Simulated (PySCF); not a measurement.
Compound: C3H5O2Si (doublet state).
Z-matrix (Å and degrees, GFN2-xTB geometry), rows numbered from 1:
```
O 
C   1  1.2113
O   2  1.3681  1  119.84
C   3  1.3309  2  117.24  1   180.00
C   4  1.4814  3  119.71  2    -0.02
Si  5  1.9158  4  104.19  3     0.04
H   4  1.0742  3  114.95  2   179.90
H   5  1.0935  4  109.98  3  -122.12
H   5  1.0935  4  109.99  3   122.29
H   6  1.4602  2  112.56  1   -64.88
H   6  1.4602  2  112.56  1    64.85
```

As a line formula: `O=C1O[CH]C[SiH2]1` [radical].

Computed with UKS B3LYP, pcH-1 on C H O Si, non-relativistic, mean-field spin-orbit, GIAO (PySCF 2.14.0). Geometry: GFN2-xTB; no solvent, vibrations or thermal averaging. The geometry wasn't refined by DFT: couplings that depend on bond lengths, twists or pyramidal angles can differ widely from those at the functional's own minimum. Stability of the SCF solution: not tested.

(1) Match the computed a_iso(13C) values +89.8, -30.6 MHz with the sites C4; C5.

(2) Match the computed a_iso(1H) values +95.6, -66.9, +2.3 MHz (means over equivalent nuclei) with the sites H7; H8/H9; H10/H11.

## Answers

(1) 
```tsv
site	a_iso (MHz)	ρ(0) (bohr⁻³)	position	distance from C4 (Å)	spin population	largest |T| (MHz)
C4	+89.8	+0.0799	largest spin population	0.00	+0.91	160.1
C5	-30.6	-0.0273	1 bond from C4	1.48	-0.08	2.1
```

(2) 
| site | a_iso (MHz) | ρ(0) (bohr⁻³) | position | distance from C4 (Å) | bound to | spin population there | largest \|T\| (MHz) |
| --- | --- | --- | --- | --- | --- | --- | --- |
| H7 | -66.9 | -0.0150 | α, 1 bond from C4 | 1.07 | C4 | +0.91 | 37.8 |
| H8/H9 | +95.6 | +0.0214 | β, 2 bonds from C4 | 2.12 | C5 | -0.08 | 8.9 |
| H10/H11 | +2.3 | +0.0005 | γ, 3 bonds from C4 | 3.69 | Si6 | 0.00 | 2.5 |

ρ(0) is the spin density at the nucleus and T the dipolar tensor; a_iso includes a spin–orbit part; entries for several nuclei are means. The largest Mulliken spin populations are on C4 (+0.91), O1 (+0.08) and C5 (-0.08). No atom but C4 exceeds +0.15. The positive populations add up to 1.12 and the negative ones to -0.12, together 2S = 1. The angles at C4 add up to 360.0°, so it is planar; its axial dipolar tensor and the negative coupling of its proton fit spin in a p orbital normal to that plane.

Means are taken over nuclei equivalent by connectivity, which assumes that they swap fast.
